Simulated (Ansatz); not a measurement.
Pulling on the Si1–H2 bond in BrHSi (SMILES [SiH]Br) (multiplicity 1 held, fragments rigid). Energies count from the point at 1.524 Å.
Geometry at that point (charge 0, multiplicity 1):
```xyz
3

Si    -0.8967    -0.7610     1.0622
H     -1.8925    -1.2293     0.0078
Br     0.4128     0.3395    -0.4251
```

R- and RO- levels are restricted; in cc, def2 and unpolarised 6-31G sets they are followed outwards from rest. U- levels take the lowest unrestricted solution at each point, which mixes spins at long bonds. Active spaces are followed from a long bond inwards. Curves can end on different states.

Cores are frozen in the correlated methods. Filled d and f shells under p-block atoms count as core.

Codes used: Ansatz (Gaussian orbitals). Values without a source in brackets are computed.

Energies in kJ/mol.

```csv
R (Å),U-PBE/def2-TZVPP,U-MP2/def2-TZVPP,R-CCSD/def2-TZVPP,"FIC-NEVPT4(SD) on CASSCF(2,2)/def2-TZVPP","FIC-MRCISD+Q on CASSCF(2,2)/def2-TZVPP"
1.219,115,107,105,108,106
1.372,25,20,19,20,20
1.524,0,0,0,0,0
1.676,10,15,15,14,15
1.829,36,47,47,44,45
2.057,87,106,106,99,102
2.286,141,187,164,153,157
2.667,219,253,245,225,230
3.048,268,275,300,270,276
3.505,292,284,336,295,301
4.115,300,287,356,305,312
4.877,302,288,364,308,314
```

Doubts at one or more of the structures used: a spin-contaminated determinant (U-PBE/def2-TZVPP, U-MP2/def2-TZVPP); a restricted determinant that unrestricted orbitals would lower (R-CCSD/def2-TZVPP); other coupled-cluster roots lie near (R-CCSD/def2-TZVPP); T1 above 0.05 (R-CCSD/def2-TZVPP).

Ansatz is an electronic-structure program.
